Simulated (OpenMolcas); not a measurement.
# V3+, Nb3+, Ta3+: d2 down the group

| Quantity | Value |
| --- | --- |
| Program | OpenMolcas 26.06 |
| Method | CASSCF |
| Basis | ANO-RCC-VQZP |
| Scalar Hamiltonian | DKH2, point nucleus |
| Spin-orbit coupling | state interaction with AMFI integrals over the reference wave functions, term energies averaged over their components |

Active space for each ion: 2 electrons in 10 orbitals (d d).

Computed levels in cm-1 above 3F2:

```csv
Level,V3+,Nb3+,Ta3+
3F3,323,1038,4621
3F4,742,2280,8971
1D2,13559,10907,13548
3P0,16098,12022,13080
3P1,16208,12419,15454
3P2,16445,13426,20521
1G4,20848,16466,20746
1S0,49715,38558,42466
weight of 3F in the lowest level (%),100,99,94
```

Mixed levels, with the weight of the term that names them: Ta3+ 1D2 (57 %), Ta3+ 3P2 (62 %).

Measured, with the error of the calculation in %. Measured levels: V3+ from Sugar and Corliss, J. Phys. Chem. Ref. Data 7, 1191 (1978).

| Level | V3+ |
| --- | --- |
| 3F3 | 325 (-0.7) |
| 3F4 | 735 (+1.0) |
| 1D2 | 10959 (+23.7) |
| 3P1 | 13239 (+22.4) |
| 3P2 | 13458 (+22.2) |
| 1G4 | 18391 (+13.4) |
| 1S0 | 42462 (+17.1) |

The fine-structure level 3F4 changes by a factor of 12.1 from V3+ to Ta3+.

Without spin-orbit coupling 1D lies 13154, 9847, 9414 cm-1 above 3F in that order; the difference to the level 1D2, of either sign, comes from spin-orbit coupling, which also lowers the zero.

Without dynamic correlation excited terms often stand tens of per cent too high (terms of higher spin than the ground term too low), and those without a measured partner can miss by more than the paired ones. Active for correlation alone: 4d; no level in the range computed is led by a configuration that fills it, so any true level of that kind is missing (holds for V3+). Active for correlation alone: 5d; no level in the range computed is led by a configuration that fills it, so any true level of that kind is missing (holds for Nb3+). Active for correlation alone: 6d; no level in the range computed is led by a configuration that fills it, so any true level of that kind is missing (holds for Ta3+). Measured partners are found by configuration, term and J. A level has none where our copy of the source lacks it or the pairing is in doubt (some pairs that miss far off the trend of their configuration count as doubtful), and it then counts in no deviation. Levels of configurations outside the active space are missing.
